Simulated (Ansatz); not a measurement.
A nudged elastic band was laid between two geometries of AlH₉N₂O₂Si (15 atoms, charge 0, multiplicity 1).

Method: Ansatz, RKS LDA/def2-SVP.

```
movable images  : 7
climbing image  : yes
spring          : 5.0 eV/Å²
optimiser       : quadratic models (default)
start path      : through a guess of the saddle point
force threshold : 0.05 eV/Å
iteration limit : 60
end points      : relaxed
```

Initial state:

```xyz
15
Properties=species:S:1:pos:R:3
Al -0.027 0.213 0.349
O -0.497 -0.297 1.922
H -0.827 -1.189 2.111
O 1.129 -0.598 -0.625
H 1.895 -1.061 -0.253
N -1.379 0.870 -0.770
H -2.359 0.699 -0.506
H -1.281 0.630 -1.768
N 0.431 2.070 0.672
H 1.374 2.402 0.416
Si -0.850 2.924 -0.405
H -0.554 2.977 -1.885
H -2.245 3.045 0.163
H -0.339 4.335 -0.025
H 0.294 2.342 1.661
```

Final state:

```xyz
15
Properties=species:S:1:pos:R:3
Al 0.314 0.574 0.472
O -0.334 0.102 2.009
H -1.905 -0.473 0.228
O 1.608 -0.339 -0.207
H 1.943 -1.126 0.249
N -1.344 0.037 -0.474
H -1.174 -0.559 -1.296
H -1.854 0.897 -0.760
N 0.460 2.323 -0.014
H 1.424 2.653 -0.147
Si -0.765 3.466 -0.356
H -2.042 2.687 -0.672
H -1.168 4.416 0.752
H -0.473 4.320 -1.569
H 0.074 0.387 2.842
```

**Question.** Which bonds break or form, and what moves?

**Answer.** Bonds broken: O2–H3, N9–H15. Bonds formed: O2–H15, H3–N6.

**Question.** What energy profile does the band end with?

**Answer.** The run converged. The highest image is number 4 of 0 to 8, 0.75 eV above the first end and 0.85 eV above the last; the last end lies 0.10 eV below the first. A vibrational analysis at the climbing image gives one clearly imaginary mode, 453i cm⁻¹: a first-order saddle point. The orbitals stay closed-shell, which can raise the energy where a bond breaks towards radicals; this wasn't checked here.

```
image  path coordinate (Å)  energy (eV)  O2–H3 (Å)  N9–H15 (Å)  O2–H15 (Å)
    0                 0.00         0.00       0.97        1.03        2.77
    1                 1.86         0.24       0.97        1.03        2.44
    2                 3.73         0.31       0.97        1.04        2.26
    3                 5.59         0.31       0.97        1.05        1.85
    4                 7.45         0.75       0.98        1.42        1.15
    5                 8.61         0.71       1.01        2.07        1.00
    6                 9.77         0.22       1.77        2.73        0.97
    7                10.93         0.02       2.04        3.14        0.97
    8                12.08        -0.10       2.44        3.47        0.97
```

**Question.** What is the geometry of the highest image?

**Answer.** 
```xyz
15
Properties=species:S:1:pos:R:3
Al 0.083 0.255 0.090
O -0.551 0.158 1.867
H -1.491 -0.063 2.009
O 1.536 -0.647 0.087
H 2.041 -0.789 -0.729
N -1.160 0.109 -1.178
H -1.359 -0.735 -1.719
H -1.802 0.862 -1.444
N 0.230 2.085 0.676
H 1.187 2.358 0.945
Si -0.669 3.346 -0.129
H -2.065 2.814 -0.342
H -0.760 4.600 0.704
H -0.099 3.728 -1.473
H -0.357 1.281 1.693
```

**Question.** What are the harmonic wavenumbers there?

**Answer.** 453i, 84, 91, 139, 174, 197, 201, 239, 265, 291, 308, 420, 465, 514, 572, 577, 600, 664, 706, 715, 777, 793, 887, 890, 901, 914, 985, 1020, 1432, 1434, 1880, 2143, 2145, 2150, 3455, 3502, 3600, 3755, 3848 cm⁻¹.

The band took 33 iterations and about 17 core-minutes.

The run took 4.6 min on 4 threads of Arm Neoverse V1 (shared host), peak memory 0.21 GiB.
